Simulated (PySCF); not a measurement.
BiH₅, SMILES [BiH5].

Geometry optimised at B3LYP-D3(BJ)/def2-TZVP. The def2 effective core potentials stand for the cores of Bi; spin–orbit coupling is left out.

Method: PySCF with HF/def2-TZVPD.

Symmetry labels are those of the subgroup C2v that the program uses (full group D3h).

Computed valence orbital energies around the gap with their symmetry:
```csv
orbital,symmetry,energy (eV)
HOMO−7,B1,-37.21
HOMO−6,A2,-36.92
HOMO−5,B2,-36.92
HOMO−4,A1,-22.37
HOMO−3,A1,-13.43
HOMO−2,B1,-13.43
HOMO−1,B2,-13.38
HOMO,A1,-8.49
LUMO,A1,0.58
LUMO+1,A1,2.43
LUMO+2,B1,2.43
LUMO+3,A2,3.46
```
